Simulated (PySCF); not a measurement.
## Level sweep

Calcium monoxide, CaO.
Z-matrix (Å and degrees, PBE0-D3(BJ)/def2-SVP geometry), rows numbered from 1:
```
O 
Ca  1  1.8032
```

PySCF, dipoles from the SCF density, polarisabilities from static response with core orbitals frozen. Isolated species at its PBE0-D3(BJ)/def2-SVP geometry, gas phase.

Reference polarisability: 2.841 Å³ (measured, gas; NIST CCCBDB Release 22 (SRD 101), experimental polarizabilities). The anisotropy is √(½[(α1 − α2)² + (α2 − α3)² + (α3 − α1)²]).

```
              level   μ (D)  α (Å³)  error (%)  anisotropy (Å³)
      LDA/def2-SVPD   8.125    7.64     +168.7             9.67
      PBE/def2-SVPD   8.016    7.97     +180.5             9.92
    B3LYP/def2-SVPD   8.817    7.23     +154.5             8.95
     PBE0/def2-SVPD   9.096    6.75     +137.8             8.12
BHandHLYP/def2-SVPD   9.941    5.90     +107.7             6.41
CAM-B3LYP/def2-SVPD   9.576    6.25     +119.8             6.71
  wB97X-D/def2-SVPD   9.708    6.29     +121.5             6.81
  LC-wPBE/def2-SVPD  10.103    5.28      +85.8             4.57
       HF/def2-SVPD  11.338    4.54      +60.0             3.31
      PBE0/def2-SVP   8.404    5.23      +84.0             5.40
        PBE0/6-31G*   8.537    6.57     +131.4             6.77
     PBE0/def2-TZVP   8.762    6.41     +125.7             7.62
    PBE0/def2-TZVPD   8.974    6.97     +145.4             8.05
```

For the polarisability, the smallest error is 60.0% (HF/def2-SVPD) and the largest 180.5% (PBE/def2-SVPD). Even the closest misses by 60%. The dipole runs from 8.02 D (PBE/def2-SVPD) to 11.34 D (HF/def2-SVPD). In one basis (def2-SVPD) the functionals order the polarisability from HF (lowest) to PBE (highest), a spread of 75%. With PBE0 the polarisability is 6.07 Å³ without diffuse functions (mean of def2-SVP, 6-31G* and def2-TZVP) and 6.86 Å³ with them (mean of def2-SVPD and def2-TZVPD). Measured values can belong to vibrating molecules; the computed ones are for one fixed geometry.

Every level misses the tabulated polarisability by over 25 %; whether that value is the free molecule's wasn't checked.
